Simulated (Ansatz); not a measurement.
Geometry optimisation, Ansatz 0.2.0, UHF/def2-SVP.

The input (input.yaml):

```yaml
crystal:
  periodic: [false, false, false]
  atoms:
    - { symbol: Zn, position_ang: [0.006369, -0.010074, -0.041588] }
    - { symbol: Cl, position_ang: [0.013844, -0.021902, 2.172717] }
    - { symbol: C, position_ang: [-0.000949, 0.001502, -2.024361] }
    - { symbol: H, position_ang: [0.270563, -0.97952, -2.42038] }
    - { symbol: H, position_ang: [-0.990554, 0.259089, -2.408183] }
    - { symbol: H, position_ang: [0.712703, 0.731961, -2.411802] }
    - { symbol: H, position_ang: [-0.011975, 0.018944, 4.752097] }
magnetization:
  spin_polarized: true
  initial_magnetization: 1
basis:
  gaussian: { orbitals: def2-SVP }
hamiltonian:
  xc: hf
relax:
  f_tol: 0.03
  max_steps: 50
```

Command:

```bash
$ ansatz run input.yaml --threads 2 --pin off --max-ram 3072MiB --backend cpu --events-out ev --progress --plain --runs-dir out
```

Where does it end, and by what steps?

It converged. The force dipped under the threshold on the way, but the program's further checks kept it going. After 8 steps the energy has fallen by 0.118 eV; H7 moved furthest, 1.06 Å.

```json
{"step": "0", "energy less start (eV)": "0.0000", "largest force component (eV/Å)": "1.065", "accepted": "yes"}
{"step": "1", "energy less start (eV)": "-0.0521", "largest force component (eV/Å)": "0.433", "accepted": "yes"}
{"step": "2", "energy less start (eV)": "-0.0910", "largest force component (eV/Å)": "0.101", "accepted": "yes"}
{"step": "3", "energy less start (eV)": "-0.1068", "largest force component (eV/Å)": "0.080", "accepted": "yes"}
{"step": "4", "energy less start (eV)": "-0.1136", "largest force component (eV/Å)": "0.029", "accepted": "yes"}
{"step": "5", "energy less start (eV)": "-0.1164", "largest force component (eV/Å)": "0.036", "accepted": "yes"}
{"step": "6", "energy less start (eV)": "-0.1175", "largest force component (eV/Å)": "0.026", "accepted": "yes"}
{"step": "7", "energy less start (eV)": "-0.1178", "largest force component (eV/Å)": "0.009", "accepted": "yes"}
{"step": "8", "energy less start (eV)": "-0.1178", "largest force component (eV/Å)": "0.007", "accepted": "yes"}
```

```xyz
7
Properties=species:S:1:pos:R:3
Zn 0.008 -0.013 -0.207
Cl 0.018 -0.029 1.944
C -0.001 0.001 -2.190
H 0.270 -0.978 -2.589
H -0.990 0.259 -2.574
H 0.712 0.732 -2.579
H -0.018 0.028 5.814
```

Run time: 13 s on 2 threads of Arm Neoverse V1, on a shared host, peak memory 0.2 GiB.
